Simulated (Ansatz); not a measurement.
Input and output for C$_{2}$H$_{10}$InP (`[CH3][InH-]([CH3])[PH3+]`).

```yaml
crystal:
  periodic: [false, false, false]
  atoms:
    - {symbol: C, position_ang: [-1.015705, 1.677873, -0.983620]}
    - {symbol: In, position_ang: [-0.163319, 0.647439, 0.727436]}
    - {symbol: C, position_ang: [1.989765, 0.389275, 0.844280]}
    - {symbol: P, position_ang: [-0.725153, -1.978461, -0.200936]}
    - {symbol: H, position_ang: [-0.476608, 1.433768, -1.900982]}
    - {symbol: H, position_ang: [-0.944956, 2.757566, -0.830971]}
    - {symbol: H, position_ang: [-2.069992, 1.428417, -1.115634]}
    - {symbol: H, position_ang: [-1.122876, 0.454118, 2.168718]}
    - {symbol: H, position_ang: [2.445864, 1.304111, 1.230413]}
    - {symbol: H, position_ang: [2.418252, 0.191641, -0.140134]}
    - {symbol: H, position_ang: [2.258305, -0.426716, 1.517498]}
    - {symbol: H, position_ang: [-0.365213, -3.096551, 0.583072]}
    - {symbol: H, position_ang: [-0.181806, -2.444037, -1.419106]}
    - {symbol: H, position_ang: [-2.059457, -2.367642, -0.451237]}
basis:
  gaussian: {orbitals: def2-SVPD}
total_charge: 1
magnetization: {spin_polarized: true, initial_magnetization: 1}
hamiltonian: {xc: {name: wPBEh}}
```

```sh
$ ansatz run in.yaml --threads 4 --pin off --events-out ev --progress --plain --max-ram 11315MiB
```

Output, abridged:

```
Functional definition: wPBEh
1638 factors; their error is unknown
236 factors; integrals over basis functions are off by at most 3.2e-7 eV
mean field evaluation 1: about -16660.7553 eV, gradient 5.9e1 eV
mean field evaluation 2: about -16629.9733 eV, gradient 8.3e1 eV
mean field evaluation 4: about -16678.3178 eV, gradient 1.4e1 eV
mean field evaluation 8: about -16680.0163 eV, gradient 3.0e-1 eV
mean field evaluation 16: about -16680.1539 eV, gradient 2.3e-3 eV
mean field -16680.15393531 eV, -612.9843509083 hartree, gradient 1.1e-5 eV, S^2 0.769193; 4 other end points of the search recorded, 0 dependent functions left out
reference -16680.15400049 eV, -612.9843533034 hartree; 29, 28 occupied and 147, 148 virtual orbitals, 1638 factors
Total energy: -16680.15400049 eV, -612.9843533034 hartree
```

Hardware: 4 threads of an Arm Neoverse N1 on a shared host. Wall time 33 s, peak host memory 0.77 GiB.
